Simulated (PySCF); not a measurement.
Geometries of 2 isomers of C2H8NPSi, from PBE0-D3(BJ)/def2-SVP geometry optimisation, gas phase (PySCF). One conformer each, no zero-point energy, no frequencies.

Question: Which is lower in electronic energy at this level?
A.
```xyz
13
angstrom
C      2.239    0.024   -0.312
C      1.211   -0.802   -0.088
Si    -0.459   -0.277    0.566
N     -1.673   -1.137   -0.324
P     -0.479    2.005    0.541
H      3.204   -0.332   -0.690
H      2.168    1.102   -0.120
H      1.349   -1.871   -0.298
H     -0.659   -0.664    1.998
H     -2.618   -1.165    0.045
H     -1.694   -1.046   -1.335
H     -0.720    2.074   -0.867
H     -1.868    2.072    0.872
```
B.
```xyz
13
angstrom
C      1.883    0.518    0.289
N      1.578   -0.296   -0.850
C      0.452   -0.874   -0.946
Si    -1.034   -0.833    0.260
P     -1.895    1.268    0.269
H      2.803    0.141    0.765
H      1.086    0.579    1.057
H      2.111    1.541   -0.053
H      0.295   -1.475   -1.860
H     -2.007   -1.860   -0.222
H     -0.644   -1.171    1.664
H     -3.179    0.861    0.748
H     -2.284    1.197   -1.105
```

Answer: A. That is `C=C[Si@H](N)P`, 26.0 kcal/mol below the other.

| SMILES | atoms numbered as above | E (Eh) | relative (kcal/mol) | relative (kJ/mol) | dipole (D) |
| --- | --- | --- | --- | --- | --- |
| C=C[Si@H](N)P | [CH2:1]=[CH:2][Si@H:3]([NH2:4])[PH2:5] | -765.92927 | 0.0 | 0.0 | 1.89 |
| C/N=C\[SiH2]P | [CH3:1]/[N:2]=[CH:3]\[SiH2:4][PH2:5] | -765.88783 | 26.0 | 108.8 | 1.13 |

As drawn, the lower has an N–H bond and a C=C bond outside aromatic rings, which the higher lacks; the higher has a C=N bond, which the lower lacks.
